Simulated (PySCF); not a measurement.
Job for PySCF: R-BP86/6-31G* on KAl, 2S+1 = 1, a spin state set in the input, which need not be the lowest, a point of a bond scan (R = 3.668 Å).

```python
from pyscf import gto, scf, dft, mp
from pyscf.data.elements import chemcore

mol = gto.M(
    atom='''
    Al    0.00000000    0.00000000    0.00000000
    K     0.00000000    0.00000000    3.66843600
    ''',
    basis='6-31g*',
    cart=True,
    charge=0, spin=0, verbose=3, max_memory=1800)
mf = dft.RKS(mol, xc='b88,p86')
mf.conv_tol = 1e-8
mf.max_cycle = 100
mf.kernel()
if not mf.converged:
    mf = mf.newton().run(mf.mo_coeff, mf.mo_occ)
```

Output:

```
converged SCF energy = -842.311908900248
```

The calculation finished and met its thresholds.

Cost: roughly 1.5 core-seconds.
